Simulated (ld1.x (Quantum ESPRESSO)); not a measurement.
What the settings do to the TM potential of silver

Base potential:

```
Element                 : silver
Generator               : ld1.x (Quantum ESPRESSO) 7.5
Type                    : norm-conserving Troullier–Martins (Kleinman–Bylander form)
Functional              : LDA (PZ)
Relativity              : scalar-relativistic
Frozen core             : [Kr]
Valence charge          : 11
Reference configuration : 4d8 5s0 5p0 (charge +3)
Partial waves           : 5s (bound, empty): rc 2.20 bohr; 5p (bound, empty): rc 1.95 bohr; 4d (bound): rc 1.45 bohr
Local potential         : all-electron potential smoothed inside 1.15 bohr (lloc = -1)
Core correction         : none
```

All-electron outer shells of the reference configuration (LDA (PZ), scalar-relativistic, ld1.x):

| shell | level (eV) | outermost node (bohr) | outermost maximum (bohr) |
| --- | --- | --- | --- |
| 4p | -96.92 | 0.44 | 0.87 |
| 4d | -43.97 | 0.43 | 1.01 |
| 5s | -31.75 | 1.08 | 2.09 |
| 5p | -23.83 | 1.19 | 2.40 |

Cutoffs, loose and tight: the cutoffs (Ry, on a coarse ladder) from which the occupation-weighted sum of valence levels, in a spherical-Bessel basis at the reference potential, stays within 10 and 1 mRy of its value at 400 Ry. They do not see the model core or the augmentation charge, which bear on the density cutoff. Test errors are all-electron minus pseudo excitation energies from the reference, over the configurations 4d10 5s1 5p0; 4d10 5s0 5p0; 4d9 5s0 5p0; 4d10 5s0.5 5p0; 4d9 5s1 5p1; 4d7 5s0 5p0; 4d10 5s0 5p1 (two spin-polarised tests are not counted in the largest error). A dash means not determined; rows that change the core or the reference have their own tests. The largest error is taken over the tests solved by every variant that gives reliable tests at all: 4d10 5s0 5p0; 4d10 5s0 5p1; 4d7 5s0 5p0; 4d9 5s0 5p0.

A true bound ghost makes a file unfit for plane-wave use even where its test errors are small: the radial tests pick states by their node count and pass the ghost by. Where a test does run into it, the solver fails or the error is huge.

```tsv
change	outcome	cutoff, loose	cutoff, tight	bound ghosts	largest test error (meV)
base	generated	70 Ry	100 Ry	s, p	-111
local potential all-electron potential smoothed inside 0.88 bohr (lloc = -1)	generated	70 Ry	90 Ry	s, p	-107
local potential all-electron potential smoothed inside 1.00 bohr (lloc = -1)	generated	70 Ry	90 Ry	s, p	-108
local potential all-electron potential smoothed inside 1.20 bohr (lloc = -1)	generated	70 Ry	110 Ry	s, p	-112
local potential all-electron potential smoothed inside 1.38 bohr (lloc = -1)	generated	70 Ry	110 Ry	s, p	-482
local potential all-electron potential smoothed inside 1.66 bohr (lloc = -1)	generated	70 Ry	110 Ry	s, p	-2421
local potential all-electron potential smoothed inside 1.84 bohr (lloc = -1)	generated	70 Ry	110 Ry	s	-169
local potential all-electron potential smoothed inside 1.94 bohr (lloc = -1)	generated	70 Ry	110 Ry	s	-195
local potential all-electron potential smoothed inside 2.40 bohr (lloc = -1)	generated	70 Ry	110 Ry	none	-304
```

Q: What comes out with this change to the base: local potential all-electron potential smoothed inside 2.52 bohr (lloc = -1)?

A: outcome: generated; cutoff, loose: 70 Ry; cutoff, tight: 110 Ry; bound ghosts: none; largest test error (meV): -341.

Q: What comes out with this change to the base: local potential all-electron potential smoothed inside 2.14 bohr (lloc = -1)?

A: outcome: generated; cutoff, loose: 70 Ry; cutoff, tight: 110 Ry; bound ghosts: s; largest test error (meV): -229.

Reading the sweep of the rcloc (base included, trends over the rows without a ghost): Bound ghosts are found at 0.88, 1, 1.15, 1.2, 1.38, 1.66, 1.84, 1.94, 2.14 bohr.
